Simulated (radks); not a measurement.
Values are calculated unless marked as measured or tabulated.
Pb2+, configuration [Xe] 4f14 5d9.75 6s2 5f0.25 (fractional occupations, a model configuration).

Code: a radial shooting solver on a logarithmic mesh with Libxc functionals. Model: scalar-relativistic Kohn-Sham, SOGGA, spin-unpolarised, spherical densities, point nucleus.

Energy parts (eV):
part                       energy
total                  -568027.78
kinetic                 642226.13
electron-nucleus      -1417103.41
Hartree                 217179.21
exchange-correlation    -10329.71

Orbitals (lengths in bohr, moments of r in powers of bohr; r(max) is where P^2 peaks; r(90%) holds 90 % of the orbital's charge):
orbital  occ.  eigenvalue (eV)    r(max)   <1/r>  r(90%)      <r>
1s          2        -88127.69  0.009841   101.4  0.0294  0.01605
2s          2        -15778.78   0.05715   23.81   0.105  0.06760
2p          6        -13536.46   0.04761   20.90   0.100  0.06144
3s          2        -3802.342    0.1612   8.821   0.256   0.1746
3p          6        -3159.573    0.1613   7.978   0.264   0.1765
3d         10        -2504.360    0.1314   7.488   0.248   0.1600
4s          2        -875.6320    0.3623   3.800   0.550   0.3843
4p          6        -665.0132    0.3824   3.414   0.594   0.4101
4d         10        -421.4216    0.3884   3.069   0.641   0.4311
4f         14        -152.4104    0.3497   2.675   0.720   0.4538
5s          2        -163.5473    0.7884   1.600    1.21   0.8528
5p          6        -105.1235    0.8813   1.368    1.41   0.9755
5d       9.75         -40.1188     1.069   1.021    1.93    1.283
5f       0.25          -5.1387     5.395  0.2001    9.15    6.022
6s          2         -28.9687     1.899  0.5970    3.08    2.141
6p          0         -18.2704     2.360  0.4631    3.97    2.721
7s          0          -9.9281     4.627  0.2532    7.08    5.002

The highest occupied level is 5f at -5.139 eV. The configuration is held as typed, so some empty levels lie below it. Summed over all electrons, <r^2> = 55.06 bohr^2, which gives a Langevin (diamagnetic) susceptibility term of -43.6 x 10^-6 cm^3/mol.
